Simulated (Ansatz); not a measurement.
Ansatz (a program for electronic structure) input (RI-MP2/cc-pVTZ):
A basis named .json is the Basis Set Exchange file of that set.

Ansatz 0.2 input:
```yaml
crystal:
  periodic: [false, false, false]
  atoms:
    - {symbol: C, position_ang: [-1.58932195, -0.94146650, 0.57357051]}
    - {symbol: C, position_ang: [-1.87102881, 0.58545188, 0.40968072]}
    - {symbol: C, position_ang: [-0.50038291, 1.08719731, 0.15135865]}
    - {symbol: C, position_ang: [0.43124974, 0.18456176, -0.11457575]}
    - {symbol: C, position_ang: [-0.20234549, -1.20680501, -0.06832301]}
    - {symbol: C, position_ang: [1.78987241, 0.40590344, -0.44837011]}
    - {symbol: N, position_ang: [2.90259213, 0.53191619, -0.72313818]}
    - {symbol: H, position_ang: [-2.37495983, -1.54837319, 0.12658390]}
    - {symbol: H, position_ang: [-1.54735561, -1.17793277, 1.63633960]}
    - {symbol: H, position_ang: [-2.33464013, 1.02524630, 1.29295110]}
    - {symbol: H, position_ang: [-2.52359155, 0.80130302, -0.44157711]}
    - {symbol: H, position_ang: [0.39833741, -1.90831445, 0.51083129]}
    - {symbol: H, position_ang: [-0.28419322, -1.60439956, -1.08320762]}
basis:
  gaussian:
    orbitals: cc-pVTZ
    fitting: {mean_field: def2-universal-jkfit, correlation: cc-pVTZ-RIFIT.json}
magnetization: {spin_polarized: true, initial_magnetization: 1}
correlation: {method: mp2, electrons: outside_noble_gas}
```

End of the output:

```
635 factors; integrals over basis functions are off by at most 9.1e-1 eV
0.62 GiB of device memory are held for the factors and their scratch space
mean field: 1.16 GiB planned
mean field evaluation 1: about -7754.3852 eV, gradient 2.8e1 eV
mean field evaluation 2: about -7757.9887 eV, gradient 1.8e1 eV
mean field evaluation 4: about -7759.4214 eV, gradient 2.0e0 eV
mean field evaluation 8: about -7759.5155 eV, gradient 6.4e-1 eV
mean field evaluation 16: about -7759.6324 eV, gradient 3.5e-5 eV
mean field evaluation 32: about -7759.6307 eV, gradient 2.9e-1 eV
mean field -7759.63237879 eV, -285.1612302527 hartree, gradient 1.6e-6 eV, S^2 1.118771; 3 other end points of the search recorded, 0 dependent functions left out
7 core orbitals not correlated
747 factors; their error is unknown
reference -7759.63237879 eV, -285.1612302527 hartree; 18, 17 occupied and 269, 270 virtual orbitals, 747 factors
second order -29.61982162 eV of doubles, -0.00000000 eV of singles
Total energy: -7789.25220040 eV, -286.2497386201 hartree
```

It need not be the lowest isomer of its formula.

The determinant is spin-contaminated: <S^2> is 1.12 against 0.75 for a pure state.
